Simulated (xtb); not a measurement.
C2H9FOSi2, SMILES [Si@@H](CO)(F)C[SiH3]. All values are semi-empirical tight-binding results from xtb (GFN2-xTB unless named), good for trends rather than for accurate numbers. Geometry: GFN2-xTB. The structure was generated by enumeration; whether it is a known compound was not checked. The values are those of a single conformer.

orbital gap: 5.29 eV
dipole moment: 2.19 D
zero-point energy: 64.3 kcal/mol
G − E(el) at 298.15 K (modified RRHO): 42.0 kcal/mol
static polarisability (D4 model): 89.5 bohr³
solvation energy, GFN2-xTB/ALPB(water): -3.4 kcal/mol
solvation energy, GFN2-xTB/ALPB(hexane): -4.3 kcal/mol
